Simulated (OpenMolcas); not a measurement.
**Ne⁺: effect of the basis set**

* Program: OpenMolcas 26.06
* Method: SS-CASPT2, IPEA 0.25 Eh, imaginary shift 0.1 Eh (closed shells correlated: 1s)
* Active space: 7 electrons in 4 orbitals (2s 2p)
* State averaging: 2S+1 = 2 odd, 3 roots; 2S+1 = 2 even, 1 root
* Spin-orbit coupling: RASSI with atomic mean-field integrals over the reference wave functions, term energies averaged over their components

A. ANO-RCC-VDZP [3s2p1d], DKH2, point nucleus; CASPT2 step of the order of 1 core-seconds
B. ANO-L-VTZP [4s3p2d1f], non-relativistic, point nucleus; CASPT2 step about 0.5 core-seconds
C. ANO-RCC-VTZP [4s3p2d1f], DKH2, point nucleus; CASPT2 step roughly 0.7 core-seconds
D. ANO-R2 [4s4p2d1f], X2C, finite nucleus; CASPT2 step about 1.6 core-seconds
E. ANO-R3 [4s4p2d1f], X2C, finite nucleus; CASPT2 step of the order of 0.5 core-seconds
F. ANO-RCC-VQZP [5s4p3d2f1g], DKH2, point nucleus; CASPT2 step about 0.8 core-seconds

Energies in cm-1 above 2s2 2p5 2P* 3/2, the measured ground level; measured values from NIST Handbook of Basic Atomic Spectroscopic Data.

```json
{"Level": "2s2 2p5 2P* 3/2", "A": "0.0", "B": "0.0", "C": "0.0", "D": "0.0", "E": "0.0", "F": "0.0", "Measured": "0.0"}
{"Level": "2s2 2p5 2P* 1/2", "A": "792", "B": "765", "C": "773", "D": "775", "E": "775", "F": "779", "Measured": "780"}
{"Level": "2s 2p6 2S 1/2", "A": "222228", "B": "220266", "C": "221438", "D": "221486", "E": "221486", "F": "221036", "Measured": "217048"}
```

Deviations, from unrounded energies. A percentage is the sum of absolute deviations over the sum of measured energies, with the sign that they share, or ± where signs differ.

```
                  Against measurement  Levels     A     B     C     D     E     F
       mean absolute deviation (cm-1)       2  2600  1600  2200  2200  2200  2000
fine structure of the ground term (%)       1  +1.5  -1.9  -1.0  -0.7  -0.7  -0.2
             other configurations (%)       1  +2.4  +1.5  +2.0  +2.0  +2.0  +1.8
```

B lies closest to measurement on these levels and A furthest from it. The largest miss of B in the table is 2s 2p6 2S 1/2, by +3200 cm-1. The ranking rests on the paired levels alone, and a cruder setting can come out closer through cancelling errors.

Among A to F the level of the table that moves most is 2s 2p6 2S 1/2, by 2000 cm-1 (lowest in B, highest in A).

Measured partners are found by configuration, term and J. A level has none where our copy of the source lacks it or the pairing is in doubt (some pairs that miss far off the trend of their configuration count as doubtful), and it then counts in no deviation. Only configurations of the active space appear.

* marks odd parity.
